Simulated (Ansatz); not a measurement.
A nudged elastic band was laid between two geometries of BF3 + ClH (6 atoms, charge 0, multiplicity 1).

Theory: RKS PBE-D4/def2-SVP in Ansatz 0.2.0.

| Quantity | Value |
| --- | --- |
| movable images | 5 |
| climbing image | yes |
| spring | 5.0 eV/Å² |
| optimiser | quadratic models (default) |
| start path | through a guess of the saddle point |
| force threshold | 0.03 eV/Å |
| iteration limit | 60 |
| end points | relaxed |

Image 0:

```xyz
6
Properties=species:S:1:pos:R:3
B -0.004 0.286 -0.044
F -0.005 0.564 1.259
F 1.143 0.242 -0.703
F -1.153 0.173 -0.690
Cl 0.087 -2.539 0.883
H 0.070 -1.840 1.977
```

Image 6:

```xyz
6
Properties=species:S:1:pos:R:3
B 0.018 -0.462 -0.258
F 0.007 0.123 1.846
F 1.149 0.146 -0.576
F -1.151 0.080 -0.562
Cl 0.071 -2.201 0.186
H 0.043 -0.801 2.045
```

Question: Which bonds break or form, and what moves?

Answer: Bonds broken: B1–F2, Cl5–H6. Bonds formed: B1–Cl5, F2–H6. BF3 + ClH becomes BClF2 + FH.

Question: What energy profile does the band end with?

Answer: The run converged. The highest image is number 4 of 0 to 6, 82.6 kJ/mol above the first end and 24.6 kJ/mol above the last; the last end lies 58.0 kJ/mol above the first. A vibrational analysis at the climbing image gives one clearly imaginary mode, 660i cm⁻¹: a first-order saddle point. The orbitals stay closed-shell, which can raise the energy where a bond breaks towards radicals; this wasn't checked here.

```json
{"image": "0", "path coordinate (Å)": "0.00", "energy (kJ/mol)": "0.0", "B1–F2 (Å)": "1.33", "Cl5–H6 (Å)": "1.30", "B1–Cl5 (Å)": "2.97"}
{"image": "1", "path coordinate (Å)": "0.34", "energy (kJ/mol)": "1.9", "B1–F2 (Å)": "1.34", "Cl5–H6 (Å)": "1.30", "B1–Cl5 (Å)": "2.86"}
{"image": "2", "path coordinate (Å)": "0.69", "energy (kJ/mol)": "14.0", "B1–F2 (Å)": "1.36", "Cl5–H6 (Å)": "1.31", "B1–Cl5 (Å)": "2.58"}
{"image": "3", "path coordinate (Å)": "1.03", "energy (kJ/mol)": "50.4", "B1–F2 (Å)": "1.42", "Cl5–H6 (Å)": "1.38", "B1–Cl5 (Å)": "2.25"}
{"image": "4", "path coordinate (Å)": "1.37", "energy (kJ/mol)": "82.6", "B1–F2 (Å)": "1.57", "Cl5–H6 (Å)": "1.59", "B1–Cl5 (Å)": "2.02"}
{"image": "5", "path coordinate (Å)": "1.76", "energy (kJ/mol)": "64.9", "B1–F2 (Å)": "1.85", "Cl5–H6 (Å)": "1.96", "B1–Cl5 (Å)": "1.86"}
{"image": "6", "path coordinate (Å)": "2.14", "energy (kJ/mol)": "58.0", "B1–F2 (Å)": "2.18", "Cl5–H6 (Å)": "2.33", "B1–Cl5 (Å)": "1.80"}
```

Question: What is the geometry of the highest image?

Answer: 
```xyz
6
Properties=species:S:1:pos:R:3:forces:R:3
B 0.013 -0.242 0.012 0.00 0.00 0.00
F 0.010 0.123 1.544 0.00 0.00 0.00
F 1.157 0.146 -0.544 0.00 0.00 0.00
F -1.157 0.079 -0.533 0.00 0.00 0.00
Cl 0.071 -2.190 0.555 0.00 0.00 0.00
H 0.043 -1.031 1.648 0.00 0.00 0.00
```

Question: What are the harmonic wavenumbers there?

Answer: 660i, 227, 311, 366, 402, 500, 596, 745, 1076, 1148, 1426, 1656 cm⁻¹.

The band took 14 iterations and of the order of 2 core-minutes.

The run took 2.1 min on 1 thread of Intel(R) Xeon(R) Platinum 8375C CPU @ 2.90GHz (Ice Lake) (shared host), peak memory 0.15 GiB.
